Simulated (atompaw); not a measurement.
# cadmium: one change to a PAW (atompaw) potential, before and after

atompaw 4.2.0.5 input, output lines left out:

```
Cd 48
GGA-PBE scalarrelativistic loggrid 1500 logderivrange -7 5 301
5 5 4 0 0 0
5 0 1.5
5 1 0.5
0 0 0
c
c
c
c
v
c
c
v
v
c
v
2
2.10 1.55 1.40 1.10
y
0.65
n
n
y
-0.4
n
custom rrkj gramschmidtortho besselshape
bessel
2.10
2.10
1.50
1.45
2.10
2.10
```

All-electron outer shells of the reference configuration (PBE, scalar-relativistic, ld1.x):

```csv
shell,level (eV),outermost node (bohr),outermost maximum (bohr)
3d,-394.66,–,0.27
4s,-106.96,0.43,0.79
4p,-68.02,0.43,0.84
4d,-12.76,0.42,0.98
5s,-6.34,1.06,2.32
5p,-1.67,1.19,3.25
```

Change: augmentation besselshape compensation charge, radius 1.55 bohr; PAW radius 2.10 bohr; waves and projectors: custom polynom vanderbiltortho.

Cutoffs: the cutoffs (Ry, on a coarse ladder) from which the occupation-weighted sum of valence levels, in a spherical-Bessel basis at the reference potential, stays within 10 and 1 mRy of its value at 400 Ry; they do not see the model core or the augmentation charge, which bear on the density cutoff.

Question: What does the change do?

Answer: The potential gets harder (45 Ry and 70 Ry → 50 Ry and 90 Ry); a bound ghost appears in s, which as a rule spoils a file; the range in which the d phases agree narrows (upper end at the end of the scan → 3.0).

| quantity | base | changed |
| --- | --- | --- |
| cutoff, loose | 45 Ry | 50 Ry |
| cutoff, tight | 70 Ry | 90 Ry |
| loose cutoff by channel (10 mRy a level) | s 6 Ry, p 35 Ry, d 18 Ry | s 10 Ry, p 30 Ry, d 18 Ry |
| bound ghosts | none | s |
| s: phases at 2.11 bohr within 0.05 rad from the reference energy up to (Ry; the scan ends near 5) | to the end of the scan | to the end of the scan |
| p: phases at 2.11 bohr within 0.05 rad from the reference energy up to (Ry; the scan ends near 5) | to the end of the scan | to the end of the scan |
| d: phases at 2.11 bohr within 0.05 rad from the reference energy up to (Ry; the scan ends near 5) | to the end of the scan | 3.0 |
| lowest overlap eigenvalue by channel | s 0.47, p 0.11, d 0.76 | s 0.23, p 1.00, d 0.94 |

 A true bound ghost makes a file unfit for plane-wave use even where its test errors are small: the radial tests pick states by their node count and pass the ghost by. The cutoffs see the waves, projectors and local potential, not the compensation charge or the core.
